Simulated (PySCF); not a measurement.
O2Ti, SMILES [O]=[Ti]=[O] (connectivity only; charge and spin as stated), charge -1, multiplicity 2.

The structure is a stationary point at r2SCAN-D4/def2-TZVPD. The multiplicity is an assumed one; other spin states were not compared. The isomer is the one that the SMILES or the coordinates give; other isomers of the formula were not compared.

Level of theory: PBE/def2-TZVPD run with PySCF.

Isolated molecule, no solvent. A positive occupied level means that this level leaves the electron formally unbound; only the finite basis holds it.

```json
{
  "total_energy": "-999.73443 hartree",
  "point_group": "C2v",
  "α spin, highest occupied and lowest empty level": "0.72 and 1.79 eV",
  "β spin, highest occupied and lowest empty level": "-0.73 and 1.74 eV",
  "dipole_moment_about_the_centre_of_nuclear_charge": "0.87 D",
  "mean_static_polarisability": "150.9 bohr³ (22.37 Å³)",
  "polarisability_principal_values": "123.8, 145.6, 183.4 bohr³",
  "⟨S²⟩": "0.753 (pure state 0.75)"
}
```
